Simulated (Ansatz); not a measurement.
System: SiHF, charge 0, multiplicity 1. SMILES: F[SiH]
Geometry: optimised at B3LYP-D3(BJ)/def2-TZVP (Ansatz, a first-principles code).

Property: atomisation energy, in kcal/mol. Terms: dispersion terms only where a functional's name holds one; UHF or UKS for open shells; atomisation electronic, to ground-state atoms; 6-311+G** with 5d, 6d on Na to Ar in Ansatz; no spin-orbit coupling; LANL2DZ with its own core potentials from Na on; non-relativistic; 6-31G* and kin with 6d, 5d where marked. Ab initio and DFT rows: single points at B3LYP-D3(BJ) geometries (Ansatz).

```tsv
level	program	atomisation energy (kcal/mol)
B3LYP/STO-3G	Ansatz	243.6
B3LYP/3-21G	Ansatz	192.9
B3LYP/LANL2DZ	Ansatz	185.3
B3LYP/6-31G	Ansatz	181.3
B3LYP/6-31G*	Ansatz	211.9
B3LYP/6-31+G*	Ansatz	210.8
B3LYP/6-31G**	Ansatz	212.6
B3LYP/def2-SVP	Ansatz	212.0
B3LYP/cc-pVDZ	Ansatz	205.5
B3LYP/6-311+G**	Ansatz	208.7
B3LYP/def2-TZVPD	Ansatz	216.9
```

No value to compare with is used here. The 10 habitual levels span 181.3 (B3LYP/6-31G) to 243.6 kcal/mol (B3LYP/STO-3G); B3LYP/def2-TZVPD gives 216.9.

The sets are all those run for this method; runs whose electronic state is in doubt are left out.
